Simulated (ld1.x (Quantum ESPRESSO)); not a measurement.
## Se, TM: configuration errors across variants

ld1.x (Quantum ESPRESSO) 7.5 input, shortened:

```
&input
   title='Se', zed=34., rel=1, dft='REVPBE', iswitch=3,
   config='[Ar] 3d10 4s2 4p2'
 /
 &inputp
   pseudotype=2, tm=.true., lloc=-1, rcloc=1.15,
   nlcc=.false.
 /
3
4S  1  0   2.00   0.00  1.40  1.40  0.0
4P  2  1   2.00   0.00  1.70  1.70  0.0
3D  3  2  10.00   0.00  1.15  1.15  0.0
 &test
   configts(1)='3d10 4s2 4p2'
 /
```

All-electron excitation energies from the reference (eV): (1) 3d10 4s2 4p4 -31.107; (2) 3d10 4s2 4p3 -20.301; (3) 3d10 4s2 4p1 30.798; (4) 3d10 4s0 4p6 -9.199; (5) 3d10 4s1 4p5 -20.249.

Tests that are not counted but printed errors over 1 eV. “base”: 3d9 4s2 4p4 (solver errors, printed error -3252 eV); 3d9 4s2 4p5 (solver errors, printed error -2283 eV). “wave 4s (bound): rc 1.40 bohr becomes 4s (bound): rc 1.70 bohr”: 3d9 4s2 4p4 (solver errors, printed error -2733 eV); 3d9 4s2 4p5 (solver errors, printed error -25.4 eV). “wave 4p (bound): rc 1.70 bohr becomes 4p (bound): rc 2.48 bohr”: 3d9 4s2 4p4 (solver errors, printed error -2576 eV); 3d9 4s2 4p5 (solver errors, printed error -2556 eV).

3 further variants failed, have other tests or another functional or relativity, and are left out.

A true bound ghost makes a file unfit for plane-wave use even where its test errors are small: the radial tests pick states by their node count and pass the ghost by. Where a test does run into it, the solver fails or the error is huge.

Errors AE − PS in meV (a dash: test not solved or not reliable):

```tsv
change	(1)	(2)	(3)	(4)	(5)	bound ghosts
base	+12	+4.9	-5.3	-1.1	+8.9	s
all radii scaled by about 0.85 (s 1.18, p 1.44, d 0.98 bohr); local potential all-electron potential smoothed inside 0.98 bohr (lloc = -1)	+25	+9.1	+0.6	+0.3	+14	s
local potential the d channel	+10	+5.2	+0.1	-5.0	+2.5	s, p
wave 4s (bound): rc 1.40 bohr becomes 4s (bound): rc 1.70 bohr	+11	+4.4	-6.1	-9.1	+6.7	s
type RRKJ; local potential the s channel; rho0 0.02	+2.7	+3.2	-0.6	-29	-8.5	none
wave 4p (bound): rc 1.70 bohr becomes 4p (bound): rc 2.48 bohr	+8.8	+2.1	-17	+18	+7.4	s
local potential all-electron potential smoothed inside 1.80 bohr (lloc = -1)	+16	+6.9	+1.2	-3.6	+6.5	none
all radii scaled by about 1.27 (s 1.78, p 2.16, d 1.46 bohr); local potential all-electron potential smoothed inside 1.46 bohr (lloc = -1)	+21	+8.0	+0.6	-4.6	+6.7	none
```

(1) Give the same row for: wave 3d (bound): rc 1.15 bohr becomes 3d (bound): rc 1.66 bohr.

Results:

(1) +13, +5.0, -5.7, -3.8, +8.9; bound ghosts: s. Not counted: 3d9 4s2 4p4 (solver errors, printed error -2.5 eV); 3d9 4s2 4p5 (solver errors, printed error -256 eV).
